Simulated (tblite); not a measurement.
Compound: C4H7ClOSi.
SMILES with atom numbers: `[CH2:1]=[C:2]1[CH2:3][O:4][Si@@:5]1([CH3:6])[Cl:7]` (hydrogens: H8, H9 on C1; H10, H11 on C3; H12, H13, H14 on C6)

Computed with GFN2-xTB (tblite), gas phase: L-BFGS steps from a force-field or distance-geometry start until the largest atomic force falls under 0.01 eV/Å.

Step 8: E = -611.7225 eV
```
atom  x, y, z in Å  |  force x, y, z in eV/Å
C1      2.1631    0.5907   -0.5257   -0.097  -0.173   0.300
C2      1.0167    0.0662   -0.1192    0.367   0.212  -0.169
C3      0.5978   -1.3032    0.3644   -0.043   0.033  -0.087
O4     -0.2544   -0.8524    1.4294    0.001   0.226   0.186
Si5    -0.5829    0.6367    0.7021    0.238  -0.064   0.311
C6     -2.0141    0.2396   -0.4615   -0.056   0.022  -0.228
Cl7    -0.7147    2.3662    1.7466   -0.002  -0.432  -0.063
H8      3.0613    0.0263   -0.7209   -0.095  -0.243  -0.076
H9      2.2941    1.6584   -0.6155   -0.208  -0.047  -0.102
H10     1.3517   -2.0116    0.7056    0.076   0.251   0.202
H11    -0.0605   -1.8103   -0.3497    0.306  -0.056  -0.193
H12    -1.6739    0.2840   -1.4819    0.100   0.189  -0.419
H13    -2.3255   -0.7862   -0.3179   -0.234  -0.074   0.234
H14    -2.8595    0.8953   -0.3783   -0.351   0.158   0.103
```

Step 9: E = -611.7540 eV
```
atom  x, y, z in Å  |  force x, y, z in eV/Å
C1      2.1615    0.5871   -0.5318    0.031  -0.134   0.301
C2      1.0196    0.0687   -0.1136    0.099   0.119  -0.244
C3      0.5996   -1.3083    0.3572    0.012   0.110   0.084
O4     -0.2744   -0.8564    1.4109    0.052   0.106   0.091
Si5    -0.5859    0.6440    0.7001    0.150  -0.184   0.145
C6     -2.0272    0.2516   -0.4672    0.088   0.060  -0.089
Cl7    -0.7234    2.3558    1.7674    0.007  -0.397  -0.052
H8      3.0565    0.0170   -0.7152   -0.041  -0.288  -0.122
H9      2.3062    1.6513   -0.6328   -0.245  -0.012  -0.068
H10     1.3725   -1.9827    0.7332   -0.043   0.224   0.122
H11    -0.0303   -1.8527   -0.3649    0.390   0.152  -0.019
H12    -1.6781    0.2933   -1.4872   -0.004   0.164  -0.329
H13    -2.3226   -0.7788   -0.3025   -0.265   0.042   0.133
H14    -2.8748    0.9097   -0.3758   -0.232   0.038   0.046
```

Step 10: E = -611.7810 eV
```
atom  x, y, z in Å  |  force x, y, z in eV/Å
C1      2.1633    0.5832   -0.5300    0.164  -0.058   0.194
C2      1.0228    0.0715   -0.1122   -0.183  -0.020  -0.197
C3      0.6016   -1.3097    0.3533    0.079   0.186   0.195
O4     -0.2846   -0.8561    1.4017    0.094  -0.046   0.003
Si5    -0.5850    0.6455    0.7016   -0.009  -0.238  -0.110
C6     -2.0359    0.2606   -0.4748    0.146   0.091   0.030
Cl7    -0.7289    2.3395    1.7798    0.008  -0.286   0.016
H8      3.0516    0.0044   -0.7140    0.003  -0.277  -0.129
H9      2.3084    1.6454   -0.6460   -0.213  -0.001  -0.037
H10     1.3851   -1.9573    0.7548   -0.081   0.160   0.077
H11    -0.0026   -1.8781   -0.3771    0.388   0.276   0.111
H12    -1.6803    0.3035   -1.4982   -0.131   0.116  -0.135
H13    -2.3264   -0.7726   -0.2887   -0.233   0.189   0.000
H14    -2.8897    0.9199   -0.3726   -0.031  -0.090  -0.018
```

**Question.** Estimate the geometry and energy of step 11. (The exact step hangs on the optimiser's Hessian estimate; all steps are aligned on step 10, rigid shifts and turns removed.)

**Answer.** E = -611.8068 eV, largest force 0.494 eV/Å
```
atom  x, y, z in Å  |  force x, y, z in eV/Å
C1      2.1677    0.5785   -0.5234    0.227   0.013   0.036
C2      1.0234    0.0740   -0.1162   -0.329  -0.120  -0.081
C3      0.6056   -1.3067    0.3536    0.132   0.177   0.225
O4     -0.2914   -0.8559    1.3963    0.125  -0.158  -0.061
Si5    -0.5834    0.6423    0.7021   -0.166  -0.214  -0.326
C6     -2.0412    0.2695   -0.4820    0.115   0.092   0.094
Cl7    -0.7332    2.3183    1.7897    0.005  -0.154   0.099
H8      3.0472   -0.0124   -0.7159    0.008  -0.209  -0.096
H9      2.3049    1.6401   -0.6577   -0.139  -0.028  -0.011
H10     1.3940   -1.9329    0.7745   -0.049   0.087   0.065
H11     0.0285   -1.8930   -0.3856    0.321   0.324   0.189
H12    -1.6847    0.3148   -1.5109   -0.233   0.062   0.064
H13    -2.3352   -0.7635   -0.2768   -0.172   0.288  -0.130
H14    -2.9030    0.9265   -0.3701    0.155  -0.160  -0.067
```

The energy changes by -0.0258 eV. The first-order estimate −F·Δx gives -0.0348 eV and the mean of the old and new forces, exact on a quadratic surface, -0.0258 eV. The step makes an angle of 59° with the force vector and moves no atom by more than 0.036 Å.

The cost below is that of the whole relaxation. The run took 1.5 s of wall time on Arm Neoverse N1, one thread, shared host.
